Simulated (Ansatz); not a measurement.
Input file for Ansatz (a program for electronic structure): U-wB97X-V/cc-pVTZ on FGaH2 (SMILES [F][GaH2]), a point of a bond scan (R = 4.779 Å).

Ansatz 0.2 input:
```yaml
crystal:
  periodic: [false, false, false]
  atoms:
    - {symbol: Ga, position_ang: [-0.15314797, -0.29827289, 0.09911006]}
    - {symbol: H, position_ang: [0.62376958, -1.05783376, 1.21321406]}
    - {symbol: H, position_ang: [-1.47626948, -0.60250567, -0.66151679]}
    - {symbol: F, position_ang: [1.94037760, 3.77910360, -1.25571984]}
basis:
  gaussian:
    orbitals: cc-pVTZ
hamiltonian:
  xc: {name: wB97X-V}
magnetization: {spin_polarized: true, initial_magnetization: 0}
```

**Question.** What total energy does the run end on?

**Answer.** -2025.5687 hartree. Its determinant has ⟨S²⟩ = 0.89, a mixture of spin states.

**Question.** How many basis functions does it have, and what does it roughly cost on one machine?

**Answer.** 101 functions; about 26 core-seconds (a rough figure).
